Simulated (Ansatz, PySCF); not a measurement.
Dimer: SiH4 (SMILES [SiH4]) (first 5 atoms) with C2H4 (SMILES C=C); geometry from B3LYP-D3(BJ)/def2-TZVP.
(charge 0, multiplicity 1):
| atom | x (Å) | y (Å) | z (Å) |
|---|---|---|---|
| Si | -0.1232 | -0.1856 | -0.1055 |
| H | -1.1626 | 0.7668 | 0.3419 |
| H | -0.1836 | -0.3136 | -1.5815 |
| H | -0.3596 | -1.5112 | 0.5065 |
| H | 1.2149 | 0.3139 | 0.2800 |
| C | 0.3313 | -0.4649 | 3.5398 |
| C | -0.1274 | 0.7747 | 3.4504 |
| H | 1.3687 | -0.7038 | 3.3395 |
| H | -0.3122 | -1.2923 | 3.8128 |
| H | -1.1656 | 1.0135 | 3.6462 |
| H | 0.5156 | 1.6010 | 3.1730 |

Basis-set superposition error: the interaction energy with monomers in their own basis, and in the dimer's basis (counterpoise).

Codes used: Ansatz (a first-principles code); PySCF for 6-31G* rows. 

```tsv
level	uncorrected (meV)	counterpoise (meV)	difference
HF/6-31G*	-4.7	38.6	43.3
HF/aug-cc-pV(D+d)Z	24.8	38.6	13.8
r2SCAN/def2-TZVPPD	-43.5	-40.5	2.9
B97M-V/def2-TZVPPD	-64.6	-60.1	4.6
B3LYP/6-31G*	-18.2	30.0	48.2
wB97X-V/def2-TZVPPD	-61.9	-59.1	2.8
B2PLYP/def2-TZVPPD	-13.5	-6.3	7.2
MP2/6-31G*	-59.3	3.8	63.1
CCSD/aug-cc-pV(D+d)Z	-70.7	-31.7	39.0
CCSD(T)/aug-cc-pV(D+d)Z	-85.0	-42.6	42.4
```

The error is largest for MP2/6-31G* (63.1 meV) and smallest for wB97X-V/def2-TZVPPD (2.8 meV).
